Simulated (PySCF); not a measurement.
Excitation energy of Ge²⁺ by level of theory

Ge²⁺ [Ar] 3d10 4s2 (1S) → Ge²⁺ [Ar] 3d10 4s1 4p1, s spin flipped, as a difference of total energies. All numbers are calculated (PySCF 2.14, a scalar-relativistic core potential, in aug-cc-pwCVDZ-PP with ECP10MDF (6s5p4d1f, 48 functions)). Correlated levels: valence: 3s2 3p6 3d10 frozen; valence and next inner shell: nothing frozen outside the core potential. The calculations carry no spin-orbit coupling.

```
                                method  excitation energy (eV)
                                   UHF                   8.990
                                   LDA                   9.505
                                   PBE                   9.234
                                  PBE0                   9.198
                                r2SCAN                   9.146
                             BHandHLYP                   9.299
                               r2SCAN0                   9.149
                                  TPSS                   9.094
                                 HSE06                   9.225
                         MP2 (valence)                   9.047
                     SCS-MP2 (valence)                   9.059
    MP2 (valence and next inner shell)                   9.374
SCS-MP2 (valence and next inner shell)                   9.329
```

Task: How much does correlation contribute at MP2 (valence and next inner shell)?

Result: 9.374 − (8.990) = 0.384 eV, measured against UHF.

The upper determinant mixes two multiplicities, so it lies between the two terms.
